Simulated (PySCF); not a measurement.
## Strontium: a sound run and one with changed settings

Sound run: Sr [Kr] 5s2, Sr⁺ [Kr] 5s1. Calculation: PySCF 2.14, in def2-TZVP with the def2 core potential (28 electrons); a scalar-relativistic core potential. In the sound run the correlated levels freeze 4s2 4p6 outside the core potential. The sound run starts from symmetry-adapted Hartree-Fock orbitals and uses a fine grid where one is needed.

Changed run: all electrons correlated in a basis built for the valence shell.

```json
{"species": "Sr", "method": "MP2", "sound run (hartree)": "-30.36449", "changed run (hartree)": "-30.51547", "converged": "yes"}
{"species": "Sr⁺", "method": "MP2", "sound run (hartree)": "n/a", "changed run (hartree)": "-30.31308", "converged": "yes"}
```

Ionisation energy of Sr:

```csv
method,sound run (eV),changed run (eV)
UHF,4.744,4.744
MP2,5.217,5.507
SCS-MP2,5.312,5.540
```

A valence basis has no tight correlating functions, so it recovers only part of the core correlation, and not evenly between atom and ion.

For comparison, NIST gives 5.695 eV between the lowest levels.
